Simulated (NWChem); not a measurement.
System: SiH$_{2}$O$_{2}$, singlet; SMILES O[Si]O

```xyz
5

Si     0.6319     0.0252     0.0000
O     -0.4246     1.3067     0.0000
H     -1.3649     1.0793     0.0000
O     -0.4944    -1.2215     0.0000
H     -0.1302    -2.1134     0.0000
```
Atoms are numbered in this order, from 1.

All runs: NWChem. Pople sets run with spherical d functions. Low-valent species are run as closed-shell singlets; no triplet was tried in these runs. All runs use the structure optimised with PBE0/def2-SVP. Ions are spin-unrestricted doublets at the neutral geometry; other ion states weren't tried.

What does the run give for Hartree-Fock/6-31+G*? Quantities: vertical ionisation energy, ΔSCF (eV); −ε(HOMO) (eV).


- vertical ionisation energy, ΔSCF (eV) = 8.94
- −ε(HOMO) (eV) = 9.91
